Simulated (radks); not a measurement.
Values are calculated unless marked as measured or tabulated.
Spherical jellium clusters: N electrons in a uniform positive sphere of charge N and radius rs N^(1/3), rs = 2.47 bohr. Level of theory: non-relativistic Kohn-Sham, LDA (Slater exchange, Perdew-Wang correlation), spin-polarised, spherical densities (a radial shooting solver with Libxc functionals). Levels are named by radial order and angular momentum (1s, 1p, 1d, 2s, ...), and open shells are averaged over m.

N = 38, configuration 1s2 1p6 1d10 2s2 1f14 2p(up 3, down 1). This is the lowest configuration that the search found. Occupied and some empty levels:

level    occupation  eigenvalue (eV)  <r> (bohr)
1s up             1          -10.132       4.809
1s down           1          -9.9223       4.952
1p up             3          -8.6103       5.807
1p down           3          -8.4866       5.871
1d up             5          -6.7636       6.511
1d down           5          -6.6800       6.528
2s up             1          -6.0585       5.477
2s down           1          -5.8106       5.407
1f up             7          -4.6547       7.113
1f down           7          -4.5820       7.108
2p up             3          -3.7119       6.528
2p down           1          -3.4822       6.605
1g up             0          -2.3551       7.743
1g down           0          -2.2791       7.731
2d up             0          -1.5387       8.273
3s up             0          -1.4578       8.803
2d down           0          -1.3963       8.452
3s down           0          -1.3345       8.977

Energy (eV): total -44.4763, kinetic 157.67, external -5549.2, Hartree 2716.8, exchange-correlation -208.81, background 2839.1.

Electron density:

r (bohr)  n(r) (e/bohr^3)
0.613             0.01514
1.29              0.01581
1.98              0.01633
2.66              0.01629
3.34              0.01584
4.02              0.01553
4.71              0.01581
5.39              0.01637
6.07              0.01623
6.75              0.01443
7.43              0.01097
8.12             0.006979
8.80             0.003797
9.48             0.001879
10.2            0.0008826
10.8            0.0003962
11.5            0.0001763
12.2           0.00007767
12.9           0.00003400
13.6           0.00001483
